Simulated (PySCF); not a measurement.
H18N6Ru, charge +2, singlet, at a GFN2-xTB geometry (such geometries of metal compounds can be far from the true shape) (all electrons, no relativity), with bond 23-22 at 1.6 times its length; CAMB3LYP/3-21G run with PySCF.

Here is a job for PySCF.
```python
from pyscf import gto, scf, dft

mol = gto.M(
    atom='''
Ru    0.00462943   -0.00058800    0.00335853
N     0.99043295   -1.37579064    1.39118793
H     0.65167097   -1.30386002    2.35215141
H     1.99637442   -1.20150207    1.43826666
H     0.88591805   -2.35759997    1.12877292
N    -1.15937766   -1.66259676   -0.81600610
H    -1.52854599   -2.26180887   -0.07499407
H    -0.61620294   -2.27339559   -1.42881025
H    -1.97020342   -1.36568477   -1.36167262
N    -1.60354128    0.36394079    1.44214700
H    -1.65054812   -0.32984214    2.19032519
H    -2.52018849    0.34676213    0.99061613
H    -1.53358137    1.27212561    1.90469547
N     1.57453148   -0.37018856   -1.47538449
H     1.18305053   -0.51694466   -2.40793179
H     2.13485743   -1.19947319   -1.27046645
H     2.23775448    0.40066246   -1.57169737
N     1.15615391    1.64318823    0.87544948
H     1.14935063    1.60402973    1.89665205
H     0.79538583    2.56574974    0.62570318
H     2.14109705    1.64373319    0.60489045
N    -0.93109016    1.39783727   -1.39551201
H    -1.69197134    0.66776204   -2.64413105
H    -0.24068151    2.02159525   -1.81826909
H    -1.62738963    2.00308744   -0.95674193
''',
    basis='3-21g',
    charge=2,
    verbose=4,
)

mf = dft.RKS(mol)
mf.xc = 'camb3lyp'
mf.diis_space = 20
mf.kernel()
mf.analyze()
```

Output, abridged:

```
PySCF version 2.14.0

[INPUT] verbose = 4
[INPUT] num. atoms = 25
[INPUT] num. electrons = 102
[INPUT] charge = 2
[INPUT] spin (= nelec alpha-beta = 2S) = 0
[INPUT] symmetry False subgroup None
[INPUT] Mole.unit = angstrom
[INPUT] Symbol           X                Y                Z      unit          X                Y                Z       unit  Magmom
[INPUT]  1 Ru     0.004629430000  -0.000588000000   0.003358530000 AA    0.008748354813  -0.001111158961   0.006346701881 Bohr   0.0
[INPUT]  2 N      0.990432950000  -1.375790640000   1.391187930000 AA    1.871647020245  -2.599867514340   2.628964175501 Bohr   0.0
[INPUT]  3 H      0.651670970000  -1.303860020000   2.352151410000 AA    1.231479656630  -2.463938342570   4.444921968410 Bohr   0.0
[INPUT]  4 H      1.996374420000  -1.201502070000   1.438266660000 AA    3.772600895887  -2.270509850398   2.717930081493 Bohr   0.0
[INPUT]  5 H      0.885918050000  -2.357599970000   1.128772920000 AA    1.674142483309  -4.455218254583   2.133071675626 Bohr   0.0
[INPUT]  6 N     -1.159377660000  -1.662596760000  -0.816006100000 AA   -2.190906252339  -3.141852531989  -1.542028044974 Bohr   0.0
[INPUT]  7 H     -1.528545990000  -2.261808870000  -0.074994070000 AA   -2.888533289902  -4.274199310412  -0.141718253266 Bohr   0.0
[INPUT]  8 H     -0.616202940000  -2.273395590000  -1.428810250000 AA   -1.164454793752  -4.296095037894  -2.700060056471 Bohr   0.0
[INPUT]  9 H     -1.970203420000  -1.365684770000  -1.361672620000 AA   -3.723144873481  -2.580770187790  -2.573188323119 Bohr   0.0
[INPUT] 10 N     -1.603541280000   0.363940790000   1.442147000000 AA   -3.030253848634   0.687748418658   2.725262861363 Bohr   0.0
[INPUT] 11 H     -1.650548120000  -0.329842140000   2.190325190000 AA   -3.119083902216  -0.623311308940   4.139114732836 Bohr   0.0
[INPUT] 12 H     -2.520188490000   0.346762130000   0.990616130000 AA   -4.762466028381   0.655285456071   1.871993180277 Bohr   0.0
[INPUT] 13 H     -1.533581370000   1.272125610000   1.904695470000 AA   -2.898048779035   2.403968998945   3.599352789000 Bohr   0.0
[INPUT] 14 N      1.574531480000  -0.370188560000  -1.475384490000 AA    2.975433271706  -0.699554992847  -2.788072614531 Bohr   0.0
[INPUT] 15 H      1.183050530000  -0.516944660000  -2.407931790000 AA    2.235641493222  -0.976883828956  -4.550331609734 Bohr   0.0
[INPUT] 16 H      2.134857430000  -1.199473190000  -1.270466450000 AA    4.034295857693  -2.266675822858  -2.400833640948 Bohr   0.0
[INPUT] 17 H      2.237754480000   0.400662460000  -1.571697370000 AA    4.228743101219   0.757142317795  -2.970077579999 Bohr   0.0
[INPUT] 18 N      1.156153910000   1.643188230000   0.875449480000 AA    2.184814247745   3.105175725809   1.654359753093 Bohr   0.0
[INPUT] 19 H      1.149350630000   1.604029730000   1.896652050000 AA    2.171957911796   3.031176885360   3.584152928095 Bohr   0.0
[INPUT] 20 H      0.795385830000   2.565749740000   0.625703180000 AA    1.503061382060   4.848564312774   1.182407645469 Bohr   0.0
[INPUT] 21 H      2.141097050000   1.643733190000   0.604890450000 AA    4.046087030614   3.106205550958   1.143077285865 Bohr   0.0
[INPUT] 22 N     -0.931090160000   1.397837270000  -1.395512010000 AA   -1.759505399677   2.641529607010  -2.637135502441 Bohr   0.0
[INPUT] 23 H     -1.691971340000   0.667762040000  -2.644131050000 AA   -3.197362443213   1.261887371981  -4.996683521959 Bohr   0.0
[INPUT] 24 H     -0.240681510000   2.021595250000  -1.818269090000 AA   -0.454822137147   3.820261357222  -3.436030600862 Bohr   0.0
[INPUT] 25 H     -1.627389630000   2.003087440000  -0.956741930000 AA   -3.075320698657   3.785286665156  -1.807980219588 Bohr   0.0

nuclear repulsion = 894.819191648332
number of shells = 80
number of NR pGTOs = 225
number of NR cGTOs = 126
basis = 3-21g
ecp = {}

******** <class 'pyscf.dft.rks.RKS'> ********
method = RKS
initial guess = minao
damping factor = 0
level_shift factor = 0
DIIS = <class 'pyscf.scf.diis.CDIIS'>
diis_start_cycle = 1
diis_space = 20
diis_damp = 0
SCF conv_tol = 1e-09
SCF conv_tol_grad = None
SCF max_cycles = 50
direct_scf = True
direct_scf_tol = 1e-13
XC library pyscf.dft.libxc version 7.1.2
    S. Lehtola, C. Steigemann, M. J. T. Oliveira, and M. A. L. Marques,  SoftwareX 7, 1–5 (2018)
XC functionals = camb3lyp
    T. Yanai, D. P. Tew, and N. C. Handy,  Chem. Phys. Lett. 393, 51 (2004)
radial grids:
    Treutler-Ahlrichs [JCP 102, 346 (1995); DOI:10.1063/1.469408] (M4) radial grids

becke partition: Becke, JCP 88, 2547 (1988); DOI:10.1063/1.454033
pruning grids: <function nwchem_prune>
grids dens level: 3
symmetrized grids: False
atomic radii adjust function: <function treutler_atomic_radii_adjust>
small_rho_cutoff = 0
Set gradient conv threshold to 3.16228e-05
Initial guess from minao.
tot grids = 282136
init E= -4752.60691338559
  HOMO = -0.0596978015116819  LUMO = -0.0523540415713466  gap/eV = 0.19983
cycle= 1 E= -4758.80545369403  delta_E= -6.2  |g|= 1.88  |ddm|= 4.69
  HOMO = -0.631214461366469  LUMO = -0.509581436155869  gap/eV = 3.30980
cycle= 2 E= -4752.06636709564  delta_E= 6.74  |g|= 4.44  |ddm|=  5.3
  HOMO = -0.51873425300196  LUMO = -0.36121797132369  gap/eV = 4.28624
cycle= 3 E= -4759.76208237484  delta_E= -7.7  |g|= 0.914  |ddm|= 3.88
  HOMO = -0.444259317584252  LUMO = -0.276719813948328  gap/eV = 4.55898
cycle= 4 E= -4759.93339705856  delta_E= -0.171  |g|= 0.529  |ddm|= 1.04
  HOMO = -0.494519764631435  LUMO = -0.288112732059888  gap/eV = 5.61662
cycle= 5 E= -4759.99435775556  delta_E= -0.061  |g|= 0.119  |ddm|= 0.391
  HOMO = -0.498371690663034  LUMO = -0.285536704097413  gap/eV = 5.79153
cycle= 6 E= -4759.99878200279  delta_E= -0.00442  |g|= 0.0653  |ddm|= 0.155
  HOMO = -0.502638960625019  LUMO = -0.286978803537354  gap/eV = 5.86841
cycle= 7 E= -4759.9998548729  delta_E= -0.00107  |g|= 0.0212  |ddm|= 0.0731
  HOMO = -0.499671863461254  LUMO = -0.287122604710838  gap/eV = 5.78376
cycle= 8 E= -4760.00003016633  delta_E= -0.000175  |g|= 0.00208  |ddm|= 0.038
  HOMO = -0.499728212215154  LUMO = -0.287656932179958  gap/eV = 5.77075
cycle= 9 E= -4760.00003352251  delta_E= -3.36e-06  |g|= 0.000835  |ddm|= 0.00693
  HOMO = -0.499744586081576  LUMO = -0.287667574114386  gap/eV = 5.77091
cycle= 10 E= -4760.00003410291  delta_E= -5.8e-07  |g|= 0.000481  |ddm|= 0.00232
  HOMO = -0.499738867586368  LUMO = -0.287657740178311  gap/eV = 5.77102
cycle= 11 E= -4760.00003437257  delta_E= -2.7e-07  |g|= 0.000198  |ddm|= 0.00171
  HOMO = -0.499722966089302  LUMO = -0.287676545071793  gap/eV = 5.77008
cycle= 12 E= -4760.00003449183  delta_E= -1.19e-07  |g|= 6.5e-05  |ddm|= 0.00167
  HOMO = -0.499725544041481  LUMO = -0.287685305353936  gap/eV = 5.76991
cycle= 13 E= -4760.00003450539  delta_E= -1.36e-08  |g|= 3.42e-05  |ddm|= 0.000522
  HOMO = -0.499727243873471  LUMO = -0.287684225508035  gap/eV = 5.76998
cycle= 14 E= -4760.00003450686  delta_E= -1.47e-09  |g|= 1.67e-05  |ddm|= 0.000145
  HOMO = -0.499727289446798  LUMO = -0.287681755124837  gap/eV = 5.77005
cycle= 15 E= -4760.00003450725  delta_E= -3.93e-10  |g|= 3.45e-06  |ddm|= 9.68e-05
  HOMO = -0.499727424475257  LUMO = -0.287681933890685  gap/eV = 5.77005
Extra cycle  E= -4760.00003450723  delta_E= 2.18e-11  |g|= 2.41e-06  |ddm|= 1.42e-05
converged SCF energy = -4760.00003450723
**** SCF Summaries ****
Total Energy =                       -4760.000034507231248
Nuclear Repulsion Energy =             894.819191648331639
One-electron Energy =                -8323.785206864327847
Two-electron Energy =                 2668.965980708765073
Two-electron Coulomb Energy =         2847.327790298583750
DFT Exchange-Correlation Energy =     -178.361809589818847
HOMO-LUMO gap [eV] =                     5.770051698097051
**** MO energy ****
MO #1   energy= -781.930248106678  occ= 2
MO #2   energy= -111.563394541231  occ= 2
MO #3   energy= -102.885990585782  occ= 2
MO #4   energy= -102.885882224471  occ= 2
MO #5   energy= -102.885487061494  occ= 2
MO #6   energy= -20.1681069539125  occ= 2
MO #7   energy= -16.5929550184304  occ= 2
MO #8   energy= -16.5927289643906  occ= 2
MO #9   energy= -16.5915948788525  occ= 2
MO #10  energy= -14.6467411514566  occ= 2
MO #11  energy= -14.6317639235123  occ= 2
MO #12  energy= -14.6314977002399  occ= 2
MO #13  energy= -14.6297885275681  occ= 2
MO #14  energy= -14.6286781477853  occ= 2
MO #15  energy= -14.6279716294721  occ= 2
MO #16  energy= -10.7909044119024  occ= 2
MO #17  energy= -10.7899785629084  occ= 2
MO #18  energy= -10.7893109413018  occ= 2
MO #19  energy= -10.7885773128478  occ= 2
MO #20  energy= -10.7884656285633  occ= 2
MO #21  energy= -3.05573255635875  occ= 2
MO #22  energy= -1.97174687438709  occ= 2
MO #23  energy= -1.97139951988124  occ= 2
MO #24  energy= -1.96983654548004  occ= 2
MO #25  energy= -1.25996594517773  occ= 2
MO #26  energy= -1.25106938820859  occ= 2
MO #27  energy= -1.25016132175189  occ= 2
MO #28  energy= -1.24915054861557  occ= 2
MO #29  energy= -1.24751999732177  occ= 2
MO #30  energy= -1.2037644095129   occ= 2
MO #31  energy= -0.858798173280472 occ= 2
MO #32  energy= -0.857413011411869 occ= 2
MO #33  energy= -0.855152534780113 occ= 2
MO #34  energy= -0.844040395738021 occ= 2
MO #35  energy= -0.842587023125747 occ= 2
MO #36  energy= -0.840276449525475 occ= 2
MO #37  energy= -0.836708067367707 occ= 2
MO #38  energy= -0.83317294816364  occ= 2
MO #39  energy= -0.830412301094479 occ= 2
MO #40  energy= -0.824048404603475 occ= 2
MO #41  energy= -0.819889994974761 occ= 2
MO #42  energy= -0.732754780062824 occ= 2
MO #43  energy= -0.719232681816275 occ= 2
MO #44  energy= -0.702284517289955 occ= 2
MO #45  energy= -0.695597448911367 occ= 2
MO #46  energy= -0.657394616665112 occ= 2
MO #47  energy= -0.656915158031414 occ= 2
MO #48  energy= -0.64669496743161  occ= 2
MO #49  energy= -0.501881541471281 occ= 2
MO #50  energy= -0.50153882056658  occ= 2
MO #51  energy= -0.499727424475257 occ= 2
MO #52  energy= -0.287681933890685 occ= 0
MO #53  energy= -0.240442623364961 occ= 0
MO #54  energy= -0.216251729118857 occ= 0
MO #55  energy= -0.216148530916189 occ= 0
MO #56  energy= -0.187676417762369 occ= 0
MO #57  energy= -0.168680025163256 occ= 0
MO #58  energy= -0.163180416728329 occ= 0
MO #59  energy= -0.0912806819606238 occ= 0
 ** Mulliken pop on meta-lowdin orthogonal AOs  **
 ** Mulliken pop  **
 ** Mulliken atomic charges  **
charge of    0Ru =      0.61870
charge of    1N =     -0.45734
charge of    2H =      0.23063
charge of    3H =      0.23183
charge of    4H =      0.23200
charge of    5N =     -0.45449
charge of    6H =      0.23007
charge of    7H =      0.23033
charge of    8H =      0.22994
charge of    9N =     -0.45615
charge of   10H =      0.22965
charge of   11H =      0.23346
charge of   12H =      0.23079
charge of   13N =     -0.45545
charge of   14H =      0.23379
charge of   15H =      0.22994
charge of   16H =      0.22989
charge of   17N =     -0.45648
charge of   18H =      0.23145
charge of   19H =      0.23194
charge of   20H =      0.23067
charge of   21N =     -0.40857
charge of   22H =      0.14353
charge of   23H =      0.23004
charge of   24H =      0.22984

WARN: System has nonzero charge 2; the dipole moment is origin-dependent.
Location of origin: [0. 0. 0.]

Dipole moment(X, Y, Z, Debye):  0.24964, -0.25441,  0.32872
```
